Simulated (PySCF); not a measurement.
Level of theory: PBE-D3(BJ)/def2-TZVP // BP86-D3(BJ)/def2-SVP in PySCF. Gas-phase values, no solvent. One relaxed conformer stands for a flexible species; it need not be the lowest. 

Reference species: [Ti(NH2)4] (neutral, multiplicity 1).

```json
{
 "LUMO": "-1.71 eV",
 "mean_distance_from_the_central_atom_to_its_bonded_neighbours": "1.899 Å"
}
```

Changed species: [Mo(=O)(NH2)4] (M = Mo, oxo; the reference has M = Ti).

Predict the effect on the LUMO and mean distance from the central atom to its bonded neighbours.

the LUMO falls by 1.14 eV, to -2.85 eV; the mean distance from the central atom to its bonded neighbours goes up by 0.034 Å, to 1.933 Å.
